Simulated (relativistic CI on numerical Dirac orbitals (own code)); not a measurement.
d3 in a ligand field

Computed with a parametric ligand-field model of a d^n configuration (Racah B and C, spin-orbit zeta, crystal field), exact diagonalisation.

Field parameters in Wybourne normalisation: D3d B²₀ = −7Dσ, B⁴₀ = −14Dq − 21Dτ, B⁴₃ = −14√(10/7) Dq; D4h B²₀ = −7Ds, B⁴₀ = 21(Dq − Dt), B⁴₄ = 21√(5/14) Dq; Oh B⁴₀ = 21Dq, B⁴₄ = √(5/14) B⁴₀. The field is a parameter set, without covalency.

**Question.** A d3 ion in Oh symmetry has the ground term 4A2 and bands at 4T2 7000 cm⁻¹ (1429 nm), 4T1 11655 cm⁻¹ (858 nm), 2E 14988 cm⁻¹ (667 nm), 2T1 15678 cm⁻¹ (638 nm), 2A1 19980 cm⁻¹ (501 nm), 4T1 20895 cm⁻¹ (479 nm). Which parameters reproduce them?

**Answer.** B = 770, C = 3300, ζ = 0 cm⁻¹, Oh, 10Dq = 7000 cm⁻¹.

**Question.** Ground term and bands for B = 640, C = 2780, ζ = 0 cm⁻¹, Oh, 10Dq = 5500 cm⁻¹?

**Answer.** Ground term 4A2 with 0.00 electrons in the two orbitals of the cubic e set. Spin-allowed: 4T2 5500 cm⁻¹ (1818 nm), 4T1 9208 cm⁻¹ (1086 nm), 4T1 16892 cm⁻¹ (592 nm). Lowest spin-forbidden: 2E 12545 cm⁻¹ (797 nm), 2T1 13107 cm⁻¹ (763 nm), 2A1 16400 cm⁻¹ (610 nm). With an A2 ground term the first spin-allowed band lies at |10Dq| itself.

**Question.** Ground term and bands for B = 990, C = 4700, ζ = 0 cm⁻¹, D3d, 10Dq = 11250, Dσ = -50, Dτ = -210 cm⁻¹?

**Answer.** Ground term 4A2 with 0.00 electrons in the two orbitals of the cubic e set. Spin-allowed: 4E 10092 cm⁻¹ (991 nm), 4A1 10967 cm⁻¹ (912 nm), 4E 16527 cm⁻¹ (605 nm), 4A2 18442 cm⁻¹ (542 nm). Lowest spin-forbidden: 2E 20481 cm⁻¹ (488 nm), 2A2 21487 cm⁻¹ (465 nm), 2E 21638 cm⁻¹ (462 nm).

**Question.** Ground term and bands for B = 570, C = 2530, ζ = 0 cm⁻¹, D4h, 10Dq = 20600, Ds = 500, Dt = -250 cm⁻¹?

**Answer.** Ground term 4B1 with 0.00 electrons in the two orbitals of the cubic e set. Spin-allowed: 4B2 20600 cm⁻¹ (485 nm), 4E 22772 cm⁻¹ (439 nm), 4A2 26146 cm⁻¹ (382 nm), 4E 29271 cm⁻¹ (342 nm). Lowest spin-forbidden: 2E 11473 cm⁻¹ (872 nm), 2A1 11945 cm⁻¹ (837 nm), 2B1 12011 cm⁻¹ (833 nm).

**Question.** Ground term and bands for B = 840, C = 3830, ζ = 0 cm⁻¹, D4h, 10Dq = 22000, Ds = 3000, Dt = 140 cm⁻¹?

**Answer.** Ground term 4B1 with 0.00 electrons in the two orbitals of the cubic e set. Spin-allowed: 4A2 18582 cm⁻¹ (538 nm), 4E 19006 cm⁻¹ (526 nm), 4B2 22000 cm⁻¹ (455 nm), 4E 35454 cm⁻¹ (282 nm). Lowest spin-forbidden: 2E 13906 cm⁻¹ (719 nm), 2A1 17310 cm⁻¹ (578 nm), 2B1 17843 cm⁻¹ (560 nm).
